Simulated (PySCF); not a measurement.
Compound: CH4OSSi.
Cartesian coordinates in Å at the PBE0-D3(BJ)/def2-SVP level; atoms count from 1:
```
atom  x, y, z in Å
O1     0.6303   -1.8626    0.0198
C2     0.9358   -0.7022   -0.1047
Si3   -0.3968    0.7091   -0.0212
S4    -2.2050   -0.3591    0.3075
H5     2.0124   -0.4290   -0.2730
H6    -0.3531    1.4705   -1.3054
H7    -0.0204    1.6425    1.0824
H8    -1.4706   -1.5084    0.2873
```

The calculation used PySCF 2.14.0, density-fitted response routines, TDDFT B3LYP/def2-SVPD, vertical, gas phase, core orbitals frozen in the response.

Each state is given a Gaussian of 0.3 eV full width at half maximum, with ε(max) = 2.175×10⁸ f / Δν̃ (Δν̃ the width in cm⁻¹). The width is an assumption, not a result. The curve ends short of the highest state used, and states not computed would add to its high-energy end.

```tsv
E (eV)	ε (L mol⁻¹ cm⁻¹)
2.97	0
3.13	2
3.29	19
3.45	33
3.60	13
3.76	2
3.92	29
4.08	196
4.23	278
4.39	87
4.55	6
4.70	0
4.86	0
5.02	0
5.18	0
5.33	6
5.49	192
5.65	1316
5.81	2296
5.96	2167
6.12	1424
6.28	1239
6.43	4205
6.59	4996
```

Task: Locate the maxima and give the states behind the curve.

Result: 362 nm (3.42 eV), ε about 33, made up of S1 (100%); 296 nm (4.19 eV), ε about 290, made up of S2 (100%); 213 nm (5.83 eV), ε about 2300, made up of S3 (70%) and S4 (29%); 190 nm (6.53 eV), ε about 5500, made up of S7 (88%) and S8 (11%) (ε in L mol⁻¹ cm⁻¹; maxima over ε = 5, shares over 10%). The states used: S1 3.42 eV (f 0.0004); S2 4.19 eV (f 0.0032); S3 5.76 eV (f 0.021); S4 5.99 eV (f 0.016); S5 6.13 eV (f 0.0044); S6 6.17 eV (f 0.0007); S7 6.52 eV (f 0.054); S8 6.57 eV (f 0.0073); S9 6.87 eV (f 0.022); S10 7.19 eV (f 0.0016).

Task: What would ε be at 6.53 eV, the highest of these maxima, with half the width (0.15 eV)?

Result: About 10600 L mol⁻¹ cm⁻¹ against 5530, a factor of about 1.9; a lone state at its own centre would give exactly 2.

Task: Does any computed singlet lie in the visible range?

Result: No computed singlet lies in the visible range (380 to 750 nm); the lowest, at 362 nm, stands 0.16 eV above its violet end (3.26 eV); a Tamm–Dancoff triplet lies at 449 nm, without intensity as long as spin–orbit coupling is left out.

Task: On this curve, what absorbance would a 10⁻⁵ mol/L sample give at 365 nm over a 1 cm path?

Result: 365 nm is 3.397 eV, where ε is about 32 L mol⁻¹ cm⁻¹, so A = ε c l ≈ 0.00032 (Beer–Lambert, with the gas-phase spectrum and the assumed width).

The vertical ionisation energy (ΔSCF) is 9.63 eV, 2.44 eV above S10.

One conformer stands for the species.
